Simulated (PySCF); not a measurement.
C$_{2}$H$_{9}$N$_{2}$, charge +1, singlet, at a GFN2-xTB geometry. Base run: B3LYP/def2-SV(P) in PySCF.

Here is a job for PySCF.
```python
from pyscf import gto, scf, dft

mol = gto.M(
    atom='''
N     1.803776    0.406699    0.410792
C     0.555260    0.535790   -0.303411
C    -0.371887   -0.573912    0.212050
N    -1.785408   -0.350623   -0.212298
H     2.347474   -0.384853    0.088469
H     2.375839    1.236153    0.324537
H     0.128009    1.510679   -0.049401
H     0.641763    0.471957   -1.401615
H    -0.039796   -1.544370   -0.158169
H    -0.316105   -0.580941    1.301376
H    -2.398299   -1.097563    0.138454
H    -2.119999    0.550924    0.154018
H    -1.847701   -0.325781   -1.238957
''',
    basis='def2-sv(p)',
    charge=1,
    spin=0,
    verbose=4,
)

mf = dft.RKS(mol)
mf.xc = 'b3lyp'
mf.kernel()
```

Variants of this job, named by their change:

| change | ΔE vs base (µEh) | grid points | electrons on the grid |
|---|---|---|---|
| base | 0.0 | 144312 | 33.99999 |
| grids.prune = off | 0.3 | 226504 | 33.99999 |
| grids.prune = dft.gen_grid.sg1_prune | -10.6 | 64120 | 34.00004 |
| grids.atom_grid = (99, 590) | -3.7 | 422840 | 34.00000 |
| grids.atom_grid = (50, 194) | -10.7 | 85880 | 34.00007 |
| grids.radi_method = mura_knowles | 0.1 | 138912 | 33.99999 |
| grids.level = 5 | -3.9 | 382048 | 34.00000 |
| grids.prune = dft.gen_grid.treutler_prune | 1.8 | 123720 | 33.99998 |
| grids.level = 7 | -3.8 | 794344 | 34.00000 |
| small_rho_cutoff = 0 | 0.0 | 144312 | 33.99999 |
| grids.radi_method = gauss_chebyshev | 0.1 | 141688 | 33.99999 |
